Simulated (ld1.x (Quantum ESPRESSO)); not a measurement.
Values are calculated unless marked as measured or tabulated.
Potentials for Al (Z = 13) compared

Generated with ld1.x 7.5 (TM, RRKJ, ultrasoft, PAW), atompaw 4.2 or ONCVPSP 4.0.1. The cutoff is in Ry: for ld1.x and atompaw files where the sum of valence levels is converged to 10 mRy in a Bessel basis, for ONCV files where the hardest occupied wave has 1 mHa per electron of residual kinetic energy. The error is the largest all-electron minus pseudo excitation energy over each file’s own four to seven test configurations (ionisations up to +4, promotions, holes and added fractions of an electron), all of which were solved. The labels leave out finer settings (local radius, basis sizes, second energies), which also bear on the numbers. Spin-polarised tests are not counted. The rows are a selection from randomly drawn settings: files with unsolved tests, undetermined cutoffs or missed reference levels are left out.

```csv
potential,cutoff (Ry),largest error (meV),bound ghosts
"RRKJ, PBE, fully relativistic, rc 2.10/1.85/2.50 (spd), local s, core correction yes, reference 3s1 3p0",10,+79,none
"PAW, PBE, non-relativistic, rc 2.40/3.52 (sp), local smoothed, core correction yes, reference 3s2 3p0.5",6,-16,none
"RRKJ, LDA (PZ), scalar-relativistic, rc 2.20/2.15 (sp), local s, core correction yes, reference 3s1.5 3p1.5",10,+19,none
"ultrasoft, LDA (PZ), fully relativistic, rc 2.30/2.05/2.40 (spd), local smoothed, core correction no, reference 3s2 3p1",6,+76,none
"TM, Wu–Cohen, scalar-relativistic, rc 2.25/2.30/2.50 (spd), local d, core correction yes, reference 3s1.75 3p1.25",8,+18,none
"RRKJ, LDA (PZ), non-relativistic, rc 1.50/2.15 (sp), local s, core correction yes, reference 3s2 3p1",30,-18,none
```

Question: Fill in the row for Al: TM semilocal, PBEsol, scalar-relativistic, rc 1.45/1.60/1.55 (spd), local p, core correction no, reference 3s2 3p0.5.

Answer: cutoff 35 Ry, largest error +25 meV, bound ghosts: none.
